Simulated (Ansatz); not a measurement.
```yaml
crystal:
  periodic: [false, false, false]
  atoms:
    - {symbol: F, position_ang: [-0.732036, 0.588177, -0.857661]}
    - {symbol: Sn, position_ang: [-1.032036, 0.588177, -1.157661]}
    - {symbol: Cl, position_ang: [-2.445077, -1.205241, -0.908850]}
    - {symbol: O, position_ang: [0.099182, 0.689017, 0.393002]}
    - {symbol: Si, position_ang: [1.064224, -0.344632, 1.234694]}
    - {symbol: H, position_ang: [-1.796776, 2.056787, -1.471620]}
    - {symbol: H, position_ang: [0.654304, -0.326000, 2.661663]}
    - {symbol: H, position_ang: [2.475792, 0.100898, 1.120826]}
    - {symbol: H, position_ang: [0.940300, -1.728879, 0.705072]}
basis:
  gaussian: {orbitals: def2-SVP}
total_charge: 1
magnetization: {spin_polarized: true, initial_magnetization: 1}
hamiltonian: {xc: {name: BLYP}}
```

```sh
$ ansatz run in.yaml --threads 4 --pin off --events-out ev --progress --plain --max-ram 10444MiB
```

Output, abridged:

```
Functional definition: BLYP
1205 factors; their error is unknown
mean field evaluation 1: about -29401.4631 eV, gradient 1.1e2 eV
mean field evaluation 2: about -28995.0927 eV, gradient 2.5e2 eV
mean field evaluation 4: about -29297.5561 eV, gradient 1.5e2 eV
mean field evaluation 8: about -29436.8212 eV, gradient 1.3e0 eV
mean field evaluation 16: about -29436.7372 eV, gradient 9.8e-3 eV
mean field evaluation 32: about -29436.7372 eV, gradient 2.4e-5 eV
a density is far from that of the atoms, so the factors are made again for it
1222 factors; integrals over basis functions are off by at most 1.0e-3 eV
mean field -29436.73697867 eV, -1081.7801310293 hartree, gradient 7.6e-6 eV, S^2 0.757938; 0 other end points of the search recorded, 0 dependent functions left out
reference -29436.73733550 eV, -1081.7801441424 hartree; 37, 36 occupied and 73, 74 virtual orbitals, 1222 factors
Total energy: -29436.73733550 eV, -1081.7801441424 hartree
```

Question: Something in this input is off. What?

Answer: One atom was put on top of another. Self-consistency was reached. The result belongs to that input, not to the molecule as meant.
